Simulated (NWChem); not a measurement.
Species: C3H3F3; SMILES F[C@H]1CC1(F)F

Computed with NWChem. Geometry: optimised at PBE0/def2-SVP. B3LYP is NWChem's, with the RPA form of VWN correlation. Level: B3LYP/def2-SVP with COSMO at NWChem's default radii, gas-phase geometry; rows give the dielectric constant.

```tsv
dielectric constant	electrostatic solvation energy (kcal/mol)	dipole in solution (D)
1.5	-1.0	2.13
2.4	-1.9	2.25
4.8	-2.6	2.35
46.7	-3.3	2.45
78.4	-3.4	2.46
```
